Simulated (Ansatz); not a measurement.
`[F][GeH]([Cl])[I]` → `ClI` + `[F][GeH]` at 500 K and 1 bar (germylene formation by 1,1-elimination).

Gas-phase electronic energies from Ansatz, PBE0-D4/def2-TZVP geometries. CCSD(T)/CBS is the MP2 limit (def2-TZVPP, def2-QZVPP) plus CCSD(T) − MP2 in def2-TZVPP, frozen cores. Elements past krypton have def2 core potentials. For Ge, I outer-core shells are correlated without core-valence functions, which leaves a few kJ/mol of doubt a bond. Scalar relativity is left out up to krypton.

| species | CCSD(T)/CBS energy (Eh) | H − E (kJ/mol) | S (J/(mol·K)) |
| --- | --- | --- | --- |
| `[F][GeH]([Cl])[I]` | -2933.83800 | 68.1 | 392.1 |
| `ClI` | -757.20745 | 19.2 | 265.7 |
| `[F][GeH]` | -2176.50038 | 39.0 | 274.7 |

H − E and S are ideal-gas, rigid-rotor, harmonic terms from PBE0-D4/def2-TZVP, for one conformer and one mirror image of each species. 1 Eh = 2625.50 kJ/mol, R = 8.31446 J/(mol·K).

Q: By hand: ΔE, ΔH, ΔS and ΔG.

A: ΔE = (-757.20745) + (-2176.50038) − (-2933.83800) = 0.13017 Eh = 341.8 kJ/mol. Δ(H − E) = 19.2 + 39.0 − 68.1 = -9.9, so ΔH = 331.9 kJ/mol. ΔS = 265.7 + 274.7 − 392.1 = 148.3 J/(mol·K). ΔG = 331.9 − 500 × (148.3)/1000 = 257.8 kJ/mol.

Q: By hand: the equilibrium constant, and the temperature at which ΔG would vanish if ΔH and ΔS stayed fixed.

A: log₁₀ K = −ΔG/(RT ln 10) = -26.9. ΔG = 0 at ΔH/ΔS = 2238 K.

The number of gas molecules changes by +1, which sets the sign of ΔS. A doubt of 5 kJ/mol in ΔE shifts log₁₀ K by 0.5 here. Other conformers and mirror images would add mixing entropy, several J/(mol·K) or more a flexible species. These are equilibria of isolated gas molecules and say nothing of rates. Largest T1 diagnostic: 0.014 (customary marks: 0.02 for closed shells, 0.045 for open ones).
